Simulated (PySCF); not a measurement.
**Cr (chromium, neutral): UHF calculation**

Configuration: [Ar] 3d5 4s1, high-spin 7S determinant. Calculation: PySCF 2.14, in aug-cc-pVTZ-DK; scalar relativity by spin-free X2C-1e.

| Quantity | Value |
| --- | --- |
| Total energy | -1049.654314 hartree |
| One-electron energy | -1447.8299 hartree |
| Hartree (Coulomb) energy | 446.3712 hartree |
| Exchange energy | -48.1956 hartree |
| ⟨S²⟩ | 12.0001 |
| ⟨L²⟩ | 0.000 |
| Sum of ⟨r⟩ | 20.44 bohr |
| Sum of ⟨r²⟩ | 37.39 bohr² |
| Langevin diamagnetic susceptibility | -29.6 ×10⁻⁶ cm³/mol |

```
shell  electrons  mean orbital energy (hartree)  rms radius, mean of both spins (bohr)
 1s α          1                     -222.02690                                 0.0734
 1s β          1                     -222.02537                                 0.0734
 2s α          1                      -26.60831                                  0.316
 2s β          1                      -26.51079                                  0.316
 2p α          3                      -22.24633                                  0.287
 2p β          3                      -22.15022                                  0.287
 3s α          1                       -3.51390                                  0.972
 3s β          1                       -3.16876                                  0.972
 3p α          3                       -2.27189                                   1.06
 3p β          3                       -1.85283                                   1.06
 3d α          5                       -0.36693                                   1.60
 4s α          1                       -0.22628                                   3.91
```

Densities and radii are taken from the X2C orbitals without a picture-change correction, which distorts them close to the nucleus.

Spin-orbit constants ζ (cm⁻¹) from the X2C one-electron operator on these orbitals: bare nucleus, nucleus screened by l(l+1)(2l+1)/3 electrons, and screened by the Breit-Pauli mean field of the electrons.

| shell | bare | screened nucleus | mean field |
| --- | --- | --- | --- |
| 2p | 49390 | 45270 | 43410 |
| 3p | 5575 | 5111 | 4865 |
| 3d | 399.8 | 233.2 | 203.3 |
